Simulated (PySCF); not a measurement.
Si(F)(H)2(SeH) (FH₃SeSi), SMILES [SiH2]([SeH])F. Heavy atoms are numbered as in [SiH2:1]([F:2])[SeH:3]. Hydrogens are named by the atom that carries them.

Coordinates come from a PBE-D3(BJ)/def2-TZVP optimisation. The geometry has at least one imaginary mode, so it is a saddle point at that level. One conformer was computed; it need not be the lowest.

Level of theory: PBE0/def2-TZVPD (PySCF).

Mulliken values depend strongly on the basis, most of all with diffuse functions as here. ESP charges are fitted to the potential on shells at 1.4 to 2.0 van der Waals radii. Atomic charges (e), one atom of each kind:

```
atom        meta-Löwdin  Mulliken  ESP fit
----------  -----------  --------  -------
Si1 (SiH2)         0.87      0.36     0.22
F2                -0.51     -0.26    -0.15
Se3 (SeH)         -0.23     -0.28    -0.17
H on Si1          -0.11      0.00    -0.01
H on Se3           0.08      0.18     0.13
```
